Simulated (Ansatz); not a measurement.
`CCC(CC(C)c1ccc(Cl)cc1)c1ccc(Cl)cc1` with charge +1. Total charge 1; doublet. Geometry r2SCAN-D4/def2-SVP, that of the neutral singlet; atoms count from 1.

```xyz
40

C     2.458   -0.440    3.299
C     1.240    0.218    2.663
C     1.175    0.060    1.132
C    -0.011    0.855    0.562
C    -0.198    0.760   -0.964
C     1.018    1.279   -1.736
C    -1.479    1.461   -1.372
C    -2.602    0.721   -1.775
C    -3.801    1.344   -2.129
C    -3.882    2.738   -2.078
Cl   -5.371    3.532   -2.517
C    -2.782    3.505   -1.679
C    -1.594    2.861   -1.330
C     1.129   -1.398    0.720
C     2.189   -1.989    0.018
C     2.155   -3.333   -0.366
C     1.038   -4.104   -0.041
Cl    0.977   -5.780   -0.515
C    -0.035   -3.546    0.662
C     0.020   -2.202    1.035
H     3.394   -0.033    2.881
H     2.464   -1.528    3.126
H     2.478   -0.273    4.387
H     0.314   -0.196    3.104
H     1.229    1.298    2.898
H     2.110    0.486    0.722
H     0.108    1.918    0.846
H    -0.942    0.518    1.053
H    -0.325   -0.309   -1.215
H     1.272    2.313   -1.447
H     1.905    0.653   -1.547
H     0.828    1.269   -2.821
H    -2.537   -0.373   -1.815
H    -4.669    0.758   -2.444
H    -2.863    4.594   -1.644
H    -0.739    3.471   -1.019
H     3.068   -1.386   -0.234
H     2.987   -3.783   -0.913
H    -0.902   -4.163    0.910
H    -0.825   -1.775    1.585
```

Single mean-field runs in def2-TZVP are fitted with def2-universal-jkfit.

Estimate the Mulliken populations of the heavy atoms from the PBE0/def2-TZVP orbitals of Ansatz.


```json
{"atom": "C1", "charge (e)": "-0.38", "spin (α − β)": "0.01"}
{"atom": "C2", "charge (e)": "-0.17", "spin (α − β)": "0.03"}
{"atom": "C3", "charge (e)": "-0.09", "spin (α − β)": "0.00"}
{"atom": "C4", "charge (e)": "-0.31", "spin (α − β)": "0.04"}
{"atom": "C5", "charge (e)": "-0.03", "spin (α − β)": "0.00"}
{"atom": "C6", "charge (e)": "-0.41", "spin (α − β)": "0.00"}
{"atom": "C7", "charge (e)": "0.30", "spin (α − β)": "0.18"}
{"atom": "C8", "charge (e)": "-0.19", "spin (α − β)": "0.01"}
{"atom": "C9", "charge (e)": "-0.15", "spin (α − β)": "0.03"}
{"atom": "C10", "charge (e)": "0.18", "spin (α − β)": "0.15"}
{"atom": "Cl11", "charge (e)": "0.03", "spin (α − β)": "0.10"}
{"atom": "C12", "charge (e)": "-0.16", "spin (α − β)": "0.01"}
{"atom": "C13", "charge (e)": "-0.22", "spin (α − β)": "0.02"}
{"atom": "C14", "charge (e)": "0.16", "spin (α − β)": "0.16"}
{"atom": "C15", "charge (e)": "-0.15", "spin (α − β)": "0.01"}
{"atom": "C16", "charge (e)": "-0.17", "spin (α − β)": "0.02"}
{"atom": "C17", "charge (e)": "0.19", "spin (α − β)": "0.13"}
{"atom": "Cl18", "charge (e)": "0.02", "spin (α − β)": "0.09"}
{"atom": "C19", "charge (e)": "-0.16", "spin (α − β)": "0.01"}
{"atom": "C20", "charge (e)": "-0.21", "spin (α − β)": "0.02"}
```
Mulliken values depend strongly on the basis.

Where does the spin sit?

Summed by element: C 0.81, Cl 0.19, H -0.01, of 1 unpaired in all. Largest on single atoms: C7 0.18, C14 0.16, C10 0.15.

And the Mayer bond orders between heavy atoms (over 0.3)?

C1–C2 1.02 (1.52 Å); C2–C3 1.00 (1.54 Å); C3–C4 0.93 (1.54 Å); C3–C14 0.89 (1.52 Å); C4–C5 0.98 (1.54 Å); C5–C6 0.99 (1.53 Å); C5–C7 0.86 (1.52 Å); C7–C8 1.28 (1.40 Å); C7–C13 1.23 (1.41 Å); C8–C9 1.48 (1.40 Å); C9–C10 1.29 (1.40 Å); C10–Cl11 1.11 (1.74 Å); C10–C12 1.29 (1.40 Å); C12–C13 1.51 (1.40 Å); C14–C15 1.29 (1.40 Å); C14–C20 1.25 (1.41 Å); C15–C16 1.48 (1.40 Å); C16–C17 1.30 (1.40 Å); C17–Cl18 1.09 (1.74 Å); C17–C19 1.29 (1.40 Å); C19–C20 1.49 (1.40 Å).
